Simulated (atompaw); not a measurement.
# Pseudopotential generation for tellurium (Te): PAW (atompaw), LDA (PW92), non-relativistic.

* Element: tellurium
* Generator: atompaw 4.2.0.5
* Type: PAW
* Functional: LDA (PW92)
* Relativity: non-relativistic
* Frozen core: [Kr] 4d10
* Valence charge: 6
* Reference configuration: 5s2 5p3 (charge +1)
* Partial waves: 5s (bound): rc 1.90 bohr; 5s channel at 0.7 Ry: rc 1.90 bohr; 5p (bound): rc 1.95 bohr; 5p channel at 0.35 Ry: rc 1.95 bohr
* Local potential: bessel scheme, radius 1.25 bohr
* Core correction: smooth core density matched at 1.30 bohr
* Augmentation charge: sinc compensation charge, radius 1.65 bohr; PAW radius 1.95 bohr; waves and projectors: custom rrkj gramschmidtortho

Poles of the logarithmic derivatives, all-electron (AE) and pseudo (PS). s: poles at 2.5 (AE) and 2.5 (PS) Ry. p: poles at 4.2 (AE) and 3.4 (PS) Ry. Test radius 1.96 bohr.

- Cutoffs needed: 12 Ry and 21 Ry (the cutoffs (Ry, on a coarse ladder) from which the occupation-weighted sum of valence levels, in a spherical-Bessel basis at the reference potential, stays within 10 and 1 mRy of its value at 400 Ry)
- Ghost test: ghost state, extra bound levels that the all-electron valence spectrum of the same l lacks: d at -15.6 eV; a true bound ghost makes a file unfit for plane-wave use (spherical-Bessel basis up to 400 Ry, 20 bohr box)
- Lowest eigenvalue of the overlap operator: 0.44 (s channel)
- Overlap eigenvalues printed by atompaw (projector basis): 0.129, 0.822, 1.71, 4
- Share of each valence orbital outside the PAW sphere: 5s 54 %, 5p 71 %
